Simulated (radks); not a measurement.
Excited configurations of Sb: one electron is placed in a higher orbital outside [Kr] 4d10 5s2 5p2. The ground configuration is [Kr] 4d10 5s2 5p3. Calculated with a radial shooting solver on a logarithmic mesh with Libxc functionals: Dirac Kohn-Sham, PBE, spin-unpolarised, spherical densities, point nucleus; open shells are shared between the two j in proportion to 2j + 1. Excitation = E - E(ground); binding = E(ion) - E, where the ion is the core of charge +1; n* = 1/sqrt(2 binding) in atomic units, and the quantum defect is n - n*. Eigenvalue and <r> are those of j = l + 1/2.

outer orbital,excitation (eV),binding (eV),quantum defect,<r> (bohr)
5d,6.417,1.917,2.336,8.031
6d,7.143,1.190,2.619,15.65
7s,6.743,1.591,4.075,13.80
7d,7.572,0.762,2.774,26.51

The Delta-SCF ionisation energy is 8.334 eV (NIST Atomic Spectra Database: 8.608 eV, measured). Self-interaction in the functional shifts the binding energies and quantum defects, so they are the method's values and not measured ones. Spin polarisation and multiplet splitting are left out, so open shells lie too high by an amount that depends on their filling. Sharing an open shell by 2j + 1 raises it above the true ground level by a part of the spin-orbit splitting, which enters the differences from NIST.

Beside tabulated values, note that spin-unpolarised runs miss the spin-polarisation part of the exchange energy of open shells.
